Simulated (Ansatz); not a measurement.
`F[Si](Cl)(Cl)[O][GeH3]` + `N=C=O` → `O=C=N[Si](F)(Cl)Cl` + `[OH][GeH3]` at 700 K and 1 bar (ligand exchange at the Si–O bond).

Program: Ansatz. Geometries: PBE0-D4/def2-TZVP. ΔE: electronic, gas phase. CBS: MP2 limit from def2 TZ/QZ plus the TZ coupled-cluster correction, frozen cores. This one scheme is used for every species. For Ge outer-core shells are correlated without core-valence functions, which leaves a few kJ/mol of doubt a bond. Scalar relativity is left out up to krypton. Each species was taken in one conformer, which may not be the lowest.

| species | CCSD(T)/CBS energy (Eh) | H − E (kJ/mol) | S (J/(mol·K)) |
| --- | --- | --- | --- |
| `F[Si](Cl)(Cl)[O][GeH3]` | -3461.76595 | 180.9 | 552.9 |
| `N=C=O` | -168.51995 | 89.3 | 283.6 |
| `O=C=N[Si](F)(Cl)Cl` | -1476.57281 | 130.0 | 496.6 |
| `[OH][GeH3]` | -2153.69723 | 141.7 | 338.7 |

H − E and S are ideal-gas, rigid-rotor, harmonic terms from PBE0-D4/def2-TZVP, for one conformer and one mirror image of each species. 1 Eh = 2625.50 kJ/mol, R = 8.31446 J/(mol·K).

Q: By hand: ΔE, ΔH, ΔS and ΔG.

A: ΔE = (-1476.57281) + (-2153.69723) − (-3461.76595) − (-168.51995) = 0.01586 Eh = 41.6 kJ/mol. Δ(H − E) = 130.0 + 141.7 − 180.9 − 89.3 = 1.5, so ΔH = 43.1 kJ/mol. ΔS = 496.6 + 338.7 − 552.9 − 283.6 = -1.2 J/(mol·K). ΔG = 43.1 − 700 × (-1.2)/1000 = 43.9 kJ/mol.

Q: By hand: the equilibrium constant, and the temperature at which ΔG would vanish if ΔH and ΔS stayed fixed.

A: log₁₀ K = −ΔG/(RT ln 10) = -3.3. ΔH and −TΔS have one sign here, so there is no such temperature.

The number of gas molecules stays the same, so ΔS is small and ΔH decides. A doubt of 5 kJ/mol in ΔE shifts log₁₀ K by 0.4 here. Other conformers and mirror images would add mixing entropy, several J/(mol·K) or more a flexible species. Modes under 60 cm⁻¹, often nearly free rotors, make the harmonic entropy too high. These are equilibria of isolated gas molecules and say nothing of rates. Largest T1 diagnostic: 0.018 (customary marks: 0.02 for closed shells, 0.045 for open ones).

ΔS is within the doubt of such terms, so its sign, and with it that verdict, could turn.
